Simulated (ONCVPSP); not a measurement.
## What one change does to a pseudopotential (Pd, ONCV)

ONCVPSP 4.0.1 input, shortened (lines: element, Z, core and valence counts, functional; n l f; lmax; l rc ep ncon nbas qcut; lloc lpopt rc5 dvloc0; l nproj debl; icmod fcfact rcfact), PBE, scalar-relativistic:

```
  Pd 46.00    6    4        4      upf
    1    0    2.00
    2    0    2.00
    2    1    6.00
    3    0    2.00
    3    1    6.00
    3    2   10.00
    4    0    2.00
    4    1    6.00
    4    2    9.00
    5    0    1.00
    2
    0    1.70    0.00    3    7    5.80
    1    0.95    0.00    5    8   10.30
    2    1.85    0.00    4    8    9.80
    4    5    0.90    4.00
    0    2    0.60
    1    1    1.10
    2    2    0.50
    1    0.30    0.00
```

Change: d: rc 2.62.

Cutoffs: the cutoffs (Ha) at which the residual kinetic energy of the hardest occupied pseudo-wave falls to 1 and 0.1 mHa per electron; they do not see the model core or the augmentation charge, which bear on the density cutoff. Errors are all-electron minus pseudo energies relative to the spin-unpolarised reference configuration.

Task: How do hardness, ghosts and transferability respond?

Result: The potential gets neither clearly harder nor softer (49 Ha and 201 Ha → 49 Ha and 201 Ha); the p channel sets the loose cutoff, while the largest relative change is in d, which becomes softer; of the 4 tests that both files solve, the error grows in 1 and shrinks in 2 by more than 15 % and 0.3 meV (median size 2.1 → 2.0 meV); neither file shows a bound ghost.

| quantity | base | changed |
| --- | --- | --- |
| cutoff, loose | 49 Ha | 49 Ha |
| cutoff, tight | 201 Ha | 201 Ha |
| loose cutoff by channel | s 8.4 Ha, p 49 Ha, d 28 Ha | s 8.4 Ha, p 49 Ha, d 23 Ha |
| bound ghosts | none | none |
| GHOST(+) flags under 300 eV | s at 91.7 eV | s at 91.7 eV |
| error for 4s2 4p6 4d10 5s0, meV [ΔE -1.50 eV] | -4.6 | +2.2 |
| error for 4s2 4p6 4d9 5s0, meV [ΔE 7.61 eV] | -2.4 | -1.8 |
| error for 4s2 4p6 4d8 5s0, meV [ΔE 28.43 eV] | -1.0 | -0.9 |
| error for 4s2 4p6 4d8 5s1, meV [ΔE 12.14 eV] | +1.9 | +7.1 |
| s: phases at 1.73 bohr within 0.05 rad from the reference energy up to (Ha; the scan ends near 5) | 2.8 | 2.8 |
| p: phases at 0.97 bohr within 0.05 rad from the reference energy up to (Ha; the scan ends near 5) | 4.4 | 4.4 |
| rms error of d²Exc/dni dnj with the model core, mHa | 2.22 | 2.19 |
